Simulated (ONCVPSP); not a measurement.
## An all-electron radial function and its pseudo partner (potassium (K))

Columns: radius, all-electron u(r) and pseudo u(r) of the 3p shell (level -20.16 eV) of potassium in the configuration [Ne] 3s2 3p6 4s0.75; PBE, scalar-relativistic, ONCV scheme, ONCVPSP 4.0.1.

```tsv
r (bohr)	all-electron	pseudo
0.105	-0.2876	0.0201
0.210	-0.4341	0.0775
0.315	-0.3196	0.1658
0.420	-0.0790	0.2778
0.525	0.1854	0.4040
0.630	0.4212	0.5311
0.735	0.6082	0.6476
0.840	0.7437	0.7469
0.945	0.8308	0.8239
1.050	0.8769	0.8727
1.155	0.8907	0.8899
1.260	0.8800	0.8800
1.365	0.8520	0.8519
1.470	0.8122	0.8121
1.575	0.7650	0.7650
1.680	0.7138	0.7137
1.785	0.6610	0.6609
1.890	0.6083	0.6083
1.995	0.5570	0.5570
2.100	0.5080	0.5080
2.205	0.4617	0.4617
2.310	0.4185	0.4184
2.415	0.3784	0.3783
2.520	0.3414	0.3414
2.625	0.3075	0.3075
2.730	0.2766	0.2766
```

(1) How many radial nodes do the two functions have?

(2) At about which radius was the pseudo-wave matched?

(3) Is the pseudo-wave norm-conserving?

Results:

(1) The all-electron 3p function has n − l − 1 = 1; the pseudo-wave has 0, since the states of the same l below it are removed with the core.

(2) 1.30 bohr, where the columns begin to agree (steps of 0.10 bohr).

(3) Yes: the ONCV scheme keeps the norm inside the radius equal to the all-electron one, which fixes the energy derivative of the logarithmic derivative at the level.
